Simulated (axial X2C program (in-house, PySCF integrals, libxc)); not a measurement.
CaGe: cheaper levels and CCSD(T), with spin–orbit coupling

All values were computed with an in-house relativistic program for diatomic molecules. Two-component (2c) means X2C with spin–orbit coupling and atomic mean-field two-electron Coulomb and Gaunt terms. Basis: Ge dyall-cv3z [9s9p7d4f1g], Ca dyall-cv3z [11s12p6d4f] (cores contracted in-house); Gaussian nuclei, density fitting, unrestricted open shells. Masses: Ge 73.921 u, Ca 39.963 u.

State: Ω = 1 (⟨Sz⟩ = 1.00, ⟨Lz⟩ = 0.00 at HF); fragments Ge + Ca.

```
level  Re (Å)  ωe (cm⁻¹)
 PBE0   2.813      214.6
   HF   2.930      199.2
 CCSD   2.912      202.3
 BP86   2.796      217.1
```

Correlated methods: 6 electrons correlated (number of frozen shells: Ge 3 s, 2 p, 1 d; Ca 3 s, 2 p), 288 virtual spin orbitals or spinors in MP2, 81 natural virtuals in coupled cluster.

CCSD(T), same Hamiltonian and basis:

Re = 2.913 Å, ωe = 202.2 cm⁻¹; T1 = 0.038 (Lee–Taylor normalisation).

(1) Give the differences from CCSD(T) in the columns below.

One determinant describes the state; a PBE0 search over occupations chose it and may have missed a lower one. De is not given where an atomic determinant may have missed its ground term or J level, or where the truncated virtual space spoils (T). Density functionals use the spin component along the axis (collinear). Coupled cluster ran in a truncated set of natural virtual spinors; the MP2 energy of the rest was added. (T) has no such correction and the atoms are truncated less, which lowers De at CCSD(T) by a hundredth of an eV or more. PBE0 can misorder states that lie within some tenths of an eV, so this need not be the ground state of the molecule. The nearest other 2c determinant of the search, Ω = 2, lies 0.44 eV up at the distance of the search. The functionals have no current-density term, which raises determinants with orbital currents, atoms included. With several unpaired electrons one determinant need not be a pure state. The outer-core s and p shells of the metal are frozen in the correlated rows, which leaves out core–valence correlation; for alkali and alkaline-earth bonds that tends to lengthen them. Open-shell Ω = 0 determinants with evenly filled partner blocks cannot be reached by this program, so the Ω shown need not be the lowest component. This is the Ω = 1 component of a π² triplet; the 0⁺ component is not one determinant and can lie lowest. The determinant is spin-polarised beyond a pure state at some levels (its spin-free form has ⟨S²⟩ too high), which makes Re and μ there less reliable. With the outer-core shells frozen, correlated bond lengths of heavy atoms tend to come out a few hundredths of an ångström too long.

## Answers

(1) 

```tsv
level	ΔRe (Å)	Δωe (cm⁻¹)
PBE0	-0.100	12.4
HF	0.017	-3.0
CCSD	-0.001	0.1
BP86	-0.117	14.9
```
